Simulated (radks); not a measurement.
Values are calculated unless marked as measured or tabulated.
Mean orbital radii <r> (bohr) of neutral thallium, [Hg] 6p1, at several levels of relativity; Dirac values are averaged over j with weights 2j + 1. Spin-unpolarised spherical Kohn-Sham, PBE, point nucleus unless stated (finite: rms radius 5.4759 fm), a radial shooting solver on a logarithmic mesh with Libxc functionals. A level marked "c x" has the speed of light scaled by that factor and shares open shells by 2j + 1; other Dirac levels either fill j = l - 1/2 first or share by 2j + 1.

3s: non-rel. 0.1980; scalar-rel., finite nucleus 0.1776; Dirac, 2j+1 shares, finite nucleus 0.1770; Dirac, c x 10 0.1978; change of magnitude, last against first (%) -0.10
3p: non-rel. 0.1885; scalar-rel., finite nucleus 0.1793; Dirac, 2j+1 shares, finite nucleus 0.1781; Dirac, c x 10 0.1884; change of magnitude, last against first (%) -0.05
3d: non-rel. 0.1644; scalar-rel., finite nucleus 0.1624; Dirac, 2j+1 shares, finite nucleus 0.1624; Dirac, c x 10 0.1643; change of magnitude, last against first (%) -0.01
4s: non-rel. 0.4338; scalar-rel., finite nucleus 0.3917; Dirac, 2j+1 shares, finite nucleus 0.3916; Dirac, c x 10 0.4334; change of magnitude, last against first (%) -0.09
4p: non-rel. 0.4369; scalar-rel., finite nucleus 0.4176; Dirac, 2j+1 shares, finite nucleus 0.4160; Dirac, c x 10 0.4367; change of magnitude, last against first (%) -0.05
4d: non-rel. 0.4424; scalar-rel., finite nucleus 0.4398; Dirac, 2j+1 shares, finite nucleus 0.4400; Dirac, c x 10 0.4424; change of magnitude, last against first (%) -0.01
4f: non-rel. 0.4573; scalar-rel., finite nucleus 0.4676; Dirac, 2j+1 shares, finite nucleus 0.4682; Dirac, c x 10 0.4574; change of magnitude, last against first (%) +0.02
5s: non-rel. 0.9745; scalar-rel., finite nucleus 0.8773; Dirac, 2j+1 shares, finite nucleus 0.8781; Dirac, c x 10 0.9736; change of magnitude, last against first (%) -0.09
5p: non-rel. 1.051; scalar-rel., finite nucleus 1.008; Dirac, 2j+1 shares, finite nucleus 1.005; Dirac, c x 10 1.051; change of magnitude, last against first (%) -0.04
5d: non-rel. 1.358; scalar-rel., finite nucleus 1.390; Dirac, 2j+1 shares, finite nucleus 1.393; Dirac, c x 10 1.359; change of magnitude, last against first (%) +0.02
6s: non-rel. 2.831; scalar-rel., finite nucleus 2.479; Dirac, 2j+1 shares, finite nucleus 2.482; Dirac, c x 10 2.828; change of magnitude, last against first (%) -0.11
6p: non-rel. 3.878; scalar-rel., finite nucleus 3.855; Dirac, 2j+1 shares, finite nucleus 3.839; Dirac, c x 10 3.877; change of magnitude, last against first (%) -0.01
